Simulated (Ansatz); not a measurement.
CH5BO2Se (`OCOB[SeH]`), relaxed with RKS PBE0-D4/def2-TZVP in Ansatz 0.2.0 from a PBE-D4/def2-SVP geometry. The force threshold is 0.005 eV/Å; the program also tests the step.

Charge 0, multiplicity 1.

Start:

```xyz
10

O    -1.605   -0.990   -1.225
C    -0.862   -0.297   -0.292
O     0.536   -0.417   -0.586
B     1.548    0.093    0.158
Se    1.419    1.103    1.836
H    -1.482   -0.554   -2.091
H    -1.107    0.795   -0.248
H    -1.072   -0.757    0.698
H     2.684   -0.075   -0.238
H    -0.059    1.099    1.989
```

Question: How much energy does the relaxation release, and in how many steps? (Estimate.)

Answer: The calculation gave: 4.15 kJ/mol, in 8 steps.

Question: Which bonds change most? (Estimate.)

Answer: The calculation gave: B4–H9 from 1.215 to 1.194 Å; C2–H7 from 1.120 to 1.098 Å; C2–H8 from 1.112 to 1.093 Å; C2–O3 from 1.434 to 1.416 Å.

Question: Give the relaxed structure. (An estimate is asked.)

Answer: Computed: 
```xyz
10

O    -1.591   -0.983   -1.198
C    -0.846   -0.271   -0.287
O     0.530   -0.389   -0.599
B     1.535    0.092    0.151
Se    1.400    1.059    1.840
H    -1.472   -0.593   -2.069
H    -1.103    0.797   -0.277
H    -1.043   -0.712    0.694
H     2.652   -0.071   -0.236
H    -0.062    1.072    1.981
```
